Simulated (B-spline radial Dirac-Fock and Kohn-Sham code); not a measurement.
**X-ray scattering factor of Lu⁺**

System: Lu⁺ in the configuration [Xe] 4f13 6s2 6p1 (an excited configuration).

The computed values come from a radial atomic solver: Dirac-Fock orbitals of the configuration average with a finite nucleus. f₀ is the Fourier transform of the spherical electron density, S the Waller-Hartree incoherent function, and s = sin θ/λ. The electron scattering factor follows from the Mott-Bethe formula f_e = 0.023934 Å⁻¹·(Z − f₀)/s².

```tsv
s (Å⁻¹)	f₀	S	f_e (Å)
0	70.000	0.000	–
0.05	68.815	1.496	20.915
0.1	66.009	4.343	11.944
0.15	62.755	7.000	8.770
0.2	59.523	9.444	6.867
0.25	56.311	11.779	5.625
0.3	53.091	13.994	4.763
0.35	49.916	16.103	4.119
0.4	46.867	18.121	3.610
0.45	44.004	20.039	3.191
0.5	41.354	21.834	2.838
0.6	36.679	25.043	2.282
0.7	32.717	27.859	1.870
0.8	29.332	30.420	1.558
0.9	26.437	32.789	1.317
1	23.987	34.991	1.125
1.1	21.941	37.049	0.970
1.2	20.252	38.985	0.843
1.4	17.723	42.533	0.651
1.6	15.941	45.627	0.515
1.8	14.534	48.238	0.417
2	13.277	50.401	0.345
2.5	10.377	54.392	0.232
3	8.013	57.198	0.168
3.5	6.422	59.344	0.126
4	5.465	61.046	0.098
5	4.432	63.547	0.064
6	3.661	65.248	0.045
```

f₀ starts at the number of electrons, 70, and has fallen to half at s ≈ 0.64 Å⁻¹. The sum of ⟨r²⟩ over the electrons is 68.74 bohr². For an ion f_e diverges as s goes to zero, because of the net charge.
